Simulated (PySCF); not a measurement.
## Static response to an electric field

Species: trans-Sn(NH3)2F4.
Structure used (PBE0-D3(BJ)/def2-SVP), in Å, numbered top down from 1:
```xyz
13
F4H6N2Sn angstrom
Sn     0.0029   -0.0100    0.0017
N     -0.0453   -0.0278    2.2375
H     -0.4643    0.8292    2.5983
H      0.9357   -0.0728    2.5193
H     -0.5418   -0.8428    2.5969
N      0.0494    0.0220   -2.2340
H      0.5303    0.8520   -2.5803
H     -0.9323    0.0538   -2.5156
H      0.4839   -0.8210   -2.6092
F      1.9537   -0.0477    0.1543
F     -1.9485    0.0320   -0.1366
F      0.0426    1.9442    0.0203
F     -0.0358   -1.9633   -0.0305
```

Level: wB97X-D/def2-SVPD (PySCF), static field, nuclei fixed, core orbitals frozen in the response. The polarisability tensor in these axes (au):

```
x   53.72  0.01  0.26
y    0.01 53.89 -0.10
z    0.26 -0.10 63.71
```

**Question.** Diagonalise the tensor; give its mean and Δα, where Δα² is half the sum of the squared differences of the eigenvalues.

**Answer.** Principal values 53.72, 53.89 and 63.72 au; mean 57.11 au = 8.46 Å³ = 9.42 × 10⁻⁴⁰ C²·m²/J; Δα = 9.92 au (17 % of the mean).

**Question.** What is the dipole moment?

**Answer.** 0.02 D at this geometry.

**Question.** Sum over states: ᾱ = Σ f/ω², ω in Eh. What share falls to these 10 lowest TDDFT singlets (eV, f)? 7.50, 0.0000; 8.11, 0.0003; 8.12, 0.0705; 8.12, 0.0704; 8.21, 0.0001; 8.21, 0.0001; 8.25, 0.3194; 8.47, 0.0000; 8.67, 0.0000; 8.73, 0.0000.

**Answer.** They add up to 5.06 au, 8.9 % of the 57.11 au; the largest single term is 3.48 au, from the state at 8.25 eV. Terms in order: 0.00, 0.00, 0.79, 0.79, 0.00, 0.00, 3.48, 0.00, 0.00, 0.00 au. Higher excitations give the rest. The strengths listed sum to 0.461.

**Question.** Refractivity n − 1 of an ideal gas of it at 350 K and 1 atm, from the electronic α?

**Answer.** N = p/kT = 2.0968 × 10¹⁹ cm⁻³, so n − 1 = 2π × N × 8.46 × 10⁻²⁴ cm³ = 1115 × 10⁻⁶ at long wavelengths, for an ideal gas.

**Question.** Molar refractivity from α?

**Answer.** Lorentz–Lorenz: R = (4π/3)N_A α = 2.5225 cm³/(mol·Å³) × 8.46 Å³ = 21.3 cm³/mol, in the limit of long wavelengths.

Isolated species at its PBE0-D3(BJ)/def2-SVP geometry, gas phase. Atoms past krypton carry effective core potentials; spin–orbit coupling is left out.

These values come from a run that also computed excited states and ΔSCF ions. Time: 7.9 min of wall time (with the writing of density and orbital grids); peak memory 1.2 GiB. Hardware: one thread of an AMD EPYC, shared host with 64 logical CPUs at a one-minute load of 60.

wB97X-D is run here without its empirical dispersion term; that term would change no orbital, density or response property at a fixed geometry.
